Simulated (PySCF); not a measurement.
## How methods differ on the ionisation energy of As⁹⁺

As⁹⁺ [Ar] 3d6 (5D) → As¹⁰⁺ [Ar] 3d5 (6S), as a difference of total energies. All numbers are calculated (PySCF 2.14, scalar relativity by spin-free X2C-1e, in an even-tempered Gaussian basis (20 s from 0.49 bohr⁻², ratio 2.5; 13 p from 0.64 bohr⁻², ratio 2.5; 9 d from 0.64 bohr⁻², ratio 2.5; 4 f from 3.5 bohr⁻², ratio 2.7; 4 g from 5.3 bohr⁻², ratio 2.7)). Correlated levels: outer shells: [Ne] frozen; virtual orbitals above 40 to 60 times the deepest correlated orbital energy dropped. The calculations carry no spin-orbit coupling.

Q: Order these methods by the ionisation energy they give, lowest first.
A. MP2 (outer shells)
B. UHF
C. PBEsol
D. SCS-MP2 (outer shells)

A: B (246.85 eV), A (248.44 eV), D (248.56 eV), C (249.36 eV).

The reference lies between the lowest fine-structure levels, while these numbers refer to the centres of the terms.

For comparison: 247 ± 2.2 eV (theoretical estimate listed by NIST; NIST Atomic Spectra Database, ionization energies).
